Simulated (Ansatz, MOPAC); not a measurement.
Spectroscopic constants of RuC, multiplicity 3 (not the ground state: that is measured with 2S+1 = 1). No spin–orbit coupling. The T1 diagnostic near the minimum is 0.079, so single-reference values are doubtful.

Seven points along R, fitted to fifth degree in 1/R; most abundant isotopes. In def2 and cc sets the state is the lowest found near the PBE0 minimum, followed along R.

The state that PM6 reach isn't checked.

Run with Ansatz (a quantum-chemistry and plane-wave program) with Gaussian orbitals; MOPAC for PM6 (differences of heats of formation). Each number belongs to the level named beside it. In def2 rows elements past Kr take small-core potentials, without spin–orbit coupling.

```tsv
level	r_e (Å)	ω_e (cm⁻¹)	ω_e x_e (cm⁻¹)	dipole (D)
PM6	1.652	(withheld)	0.61	-
SVWN5/def2-TZVPP	1.611	1136	4.6	2.00
PBE/def2-TZVPP	1.628	1091	4.8	2.06
B3LYP/def2-TZVPP	(withheld)	(withheld)	5.4	2.10
```

Task: What belongs in the gaps?

Result: 
- B3LYP/def2-TZVPP, r_e (Å): 1.615
- B3LYP/def2-TZVPP, ω_e (cm⁻¹): 1108
- PM6, ω_e (cm⁻¹): 716

Doubts at one or more of the structures used: a spin-contaminated determinant (PM6).
